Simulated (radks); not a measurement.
Task: The mean radii <r> (bohr) of the occupied orbitals of an atom or ion are listed with their occupations. Calculated with a radial shooting solver on a logarithmic mesh with Libxc functionals: scalar-relativistic Kohn-Sham, PBEsol, spin-polarised, spherical densities, finite nucleus; Fermi nuclear charge, rms radius of each element as measured or else 0.836 A^(1/3) + 0.57 fm.

orbital  occ.      <r>
1s down     1  0.01745
1s up       1  0.01745
2s up       1  0.07364
2s down     1  0.07364
2p up       3  0.06625
2p down     3  0.06625
3s up       1   0.1905
3s down     1   0.1905
3p up       3   0.1913
3p down     3   0.1913
3d up       5   0.1733
3d down     5   0.1733
4s up       1   0.4235
4s down     1   0.4235
4p up       3   0.4506
4p down     3   0.4506
4d up       5   0.4785
4d down     5   0.4782
5s up       1   0.9704
5s down     1   0.9640
4f up       7   0.5344
4f down     7   0.5315
5p up       3    1.107
5p down     3    1.100
5d up       4    1.423

Name the element and its charge. Open shells, if any, are filled with parallel spins first.

Result: Z = 77, iridium, charge +5: Ir5+ in [Xe] 4f14 5d4. The 1s radius gives Z: for a bare nucleus <r> = (2 gamma + 1)/(2Z) with gamma = sqrt(1 - (Z/c)^2), 0.01724 bohr for Z = 77, and screening makes it slightly larger (0.01745 here). The occupations add up to 72, and the charge is Z minus that.
